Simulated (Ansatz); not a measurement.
S2 (SMILES S=S): geometry of the low-spin state from B3LYP-D3(BJ)/def2-TZVP.
(charge 0, multiplicity 1):
```xyz
2

S      0.0000     0.0000    -0.9522
S      0.0000     0.0000     0.9522
```

Run with Ansatz (a program for electronic structure). Each number belongs to the level named beside it.

Broken-symmetry (BS) and triplet (T) solutions at this geometry:

```
level                 E(BS) (hartree)  ⟨S²⟩ BS  E(T) (hartree)  ⟨S²⟩ T
--------------------  ---------------  -------  --------------  ------
U-PBE/def2-TZVPP          -796.052558    1.006     -796.060281   2.005
U-B3LYP/def2-TZVPP        -796.421307    1.010     -796.429094   2.009
U-PBE0/def2-TZVPP         -796.108806    1.013     -796.117321   2.011
U-wB97X-V/def2-TZVPP      -796.255536    1.014     -796.263815   2.014
```

Give the raw gap E(BS) − E(T) and the gap after approximate spin projection, (E_BS − E_T)⟨S²⟩_T/(⟨S²⟩_T − ⟨S²⟩_BS).


- U-PBE/def2-TZVPP: raw 4.8, projected 9.7 kcal/mol
- U-B3LYP/def2-TZVPP: raw 4.9, projected 9.8 kcal/mol
- U-PBE0/def2-TZVPP: raw 5.3, projected 10.8 kcal/mol
- U-wB97X-V/def2-TZVPP: raw 5.2, projected 10.5 kcal/mol
The rule takes the triplet as the only contaminant. For comparison FIC-MRCISD+Q on SA-CASSCF(12,8)/cc-pV(Q+d)Z gives 12.6 kcal/mol at this geometry.
